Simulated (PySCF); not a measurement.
**Frontier orbitals and the lowest excitations**

Compound: C6H16OSi2.
SMILES with atom numbers: `[CH3:1][CH:2]([CH3:3])[Si@@H:4]1[CH2:5][CH2:6][Si@H:7]([CH3:8])[O:9]1` (hydrogens: H10, H11, H12 on C1; H13 on C2; H14, H15, H16 on C3; H17 on Si4; H18, H19 on C5; H20, H21 on C6; H22 on Si7; H23, H24, H25 on C8)

Cartesian coordinates in Å at the PBE0-D3(BJ)/def2-SVP level; atoms count from 1:
```
atom  x, y, z in Å
C1    -2.7148    1.1987   -0.8565
C2    -2.0013    0.2045    0.0574
C3    -2.9680   -0.7837    0.7084
Si4   -0.6292   -0.7013   -0.8559
C5     0.5080   -1.7287    0.2638
C6     1.9328   -1.6325   -0.3272
Si7    2.0950    0.1089   -1.0630
C8     2.6822    1.3853    0.1701
O9     0.4883    0.3942   -1.4774
H10   -3.4803    1.7705   -0.3052
H11   -2.0093    1.9174   -1.3007
H12   -3.2275    0.6820   -1.6852
H13   -1.4864    0.7725    0.8560
H14   -3.4717   -1.4091   -0.0478
H15   -2.4604   -1.4618    1.4132
H16   -3.7582   -0.2572    1.2696
H17   -1.2227   -1.5042   -1.9742
H18    0.4803   -1.2653    1.2669
H19    0.1784   -2.7716    0.3984
H20    2.7128   -1.8762    0.4129
H21    2.0491   -2.3573   -1.1518
H22    2.9499    0.1562   -2.2875
H23    2.5732    2.4028   -0.2365
H24    3.7435    1.2309    0.4224
H25    2.0968    1.3284    1.1015
```

Level of theory: TDDFT wB97X-D/def2-SVPD, vertical, gas phase, core orbitals frozen in the response in PySCF 2.14.0, density-fitted response routines.

Kohn–Sham orbitals with the atoms that hold most of them (Löwdin shares over 4%, at most four atoms; ? is withheld):

```tsv
orbital	ε (eV)	atoms
HOMO-3	-10.53	Si7 17%, C8 17%, H22 14%, O9 8%
HOMO-2	-10.30	C6 22%, O9 21%, C5 17%, Si7 11%
HOMO-1	-9.72	?
HOMO	-9.49	?
LUMO	?	Si7 14%, C8 12%, C5 8%, Si4 7%
LUMO+1	2.39	C3 19%, Si4 12%, H16 7%, H15 7%
LUMO+2	2.57	Si7 18%, O9 12%, Si4 10%, H22 9%
```

(1) Which atoms hold the HOMO-1, and with what shares?

(2) Which atoms hold the HOMO, and with what shares?

(3) What is the LUMO energy, and the HOMO–LUMO gap?

## Answers

(1) C6 (bonded to C, Si and 2 H) 16%; O9 (bonded to 2 Si) 15%; C5 (bonded to C, Si and 2 H) 14%; Si4 (bonded to 2 C, O and H) 12%. By element: carbon 31% or more, oxygen 15%, silicon 12% or more.

(2) C2 (bonded to 2 C, Si and H) 26%; Si4 (bonded to 2 C, O and H) 17%; O9 (bonded to 2 Si) 10%; C1 (bonded to C and 3 H) 7%. By element: carbon 33% or more, silicon 17% or more, oxygen 10%.

(3) ε(LUMO) = 2.16 eV; the gap is 11.65 eV (0.4280 hartree).

Question: The HOMO–LUMO gap is 11.65 eV. Where does the response calculation put the lowest singlet, and from which orbitals?

Answer: S1 is at 7.54 eV (f = 0.0018), 4.10 eV below the gap, made of HOMO→LUMO+1 (42%), HOMO→LUMO+2 (23%). Its leading pair isn't HOMO and LUMO; the energies of that pair differ by 11.88 eV. 

Next come S2 at 7.71 eV (f 0.0093), HOMO-1→LUMO (42%), HOMO-1→LUMO+1 (12%), HOMO→LUMO (10%); S3 at 7.80 eV (f 0.0043), HOMO→LUMO (41%), HOMO→LUMO+1 (29%), HOMO-1→LUMO+2 (9%); S4 at 8.00 eV (f 0.020), HOMO-1→LUMO+2 (42%), HOMO-1→LUMO (19%), HOMO→LUMO+2 (11%); S5 at 8.06 eV (f 0.018), HOMO-1→LUMO+1 (20%), HOMO-2→LUMO+2 (16%), HOMO-2→LUMO+1 (8%).

Löwdin shares depend on the basis, the more so with diffuse functions.

One conformer stands for the species.
